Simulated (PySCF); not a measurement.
# Magnetisability: `C#C/C=C\[Si@H]([AsH2])C(=C)C`, C7H11AsSi

Geometry:
```
atom   x (Å)   y (Å)   z (Å)
  C1   2.571  -0.950  -2.084
  C2   2.404  -1.008  -0.895
  C3   2.236  -1.128   0.498
  C4   1.368  -0.405   1.208
 Si5   0.244   0.947   0.512
 As6  -0.227   2.388   2.297
  C7  -1.285   0.137  -0.286
  C8  -2.445   0.776  -0.339
  C9  -1.119  -1.229  -0.876
 H10   2.706  -0.887  -3.122
 H11   2.873  -1.873   0.965
 H12   1.323  -0.588   2.277
 H13   0.974   1.653  -0.565
 H14  -1.408   1.566   2.728
 H15  -1.136   3.230   1.456
 H16  -3.321   0.355  -0.810
 H17  -2.572   1.759   0.092
 H18  -2.038  -1.573  -1.347
 H19  -0.836  -1.938  -0.099
 H20  -0.318  -1.223  -1.613
```

Method: GIAO wB97X-D/pcSseg-1 magnetisability, rotational g tensor and spin-rotation constants, non-relativistic, gas phase (PySCF). Geometry: GFN2-xTB.

The calculation is non-relativistic, which matters for the atoms heavier than Zn.

Q: How diamagnetic is it, and how anisotropic?

A: Isotropic -1826 × 10⁻³⁰ J/T², or -110.0 × 10⁻⁶ cm³/mol; principal values -1955, -1807, -1717 × 10⁻³⁰ J/T², anisotropy 208 × 10⁻³⁰ J/T² (root of half the summed squared differences of the principal values). The susceptibility is in cgs units.

Q: Split it along the inertial axes a, b, c into diamagnetic and paramagnetic parts about the centre of mass, with the quadrupole moment.

A: 
```tsv
axis	χ (10⁻⁶ cm³/mol)	diamagnetic (10⁻⁶ cm³/mol)	paramagnetic (10⁻⁶ cm³/mol)	summed x² of all electrons (Å²)	quadrupole Θ (D Å)
a	-107.2	-1049.5	942.3	442.8	+1.09
b	-106.5	-2104.2	1997.7	194.2	-2.59
c	-116.3	-2702.3	2586.1	53.2	+1.50
```
Anisotropies 2χaa − χbb − χcc = +8.3 and 2χbb − χaa − χcc = +10.5 × 10⁻⁶ cm³/mol. Θ is traceless in Buckingham's convention.

Q: And the rotational g tensor?

A: 
| axis | rotational constant (GHz) | g | nuclear part | electronic part |
| --- | --- | --- | --- | --- |
| a | 1.3550 | -0.0158 | 0.5840 | -0.5998 |
| b | 0.5630 | -0.0062 | 0.5222 | -0.5284 |
| c | 0.4382 | -0.0033 | 0.5291 | -0.5324 |

Asymmetric top; isotopes 75As, 12C, 1H, 28Si; no vibrational averaging.
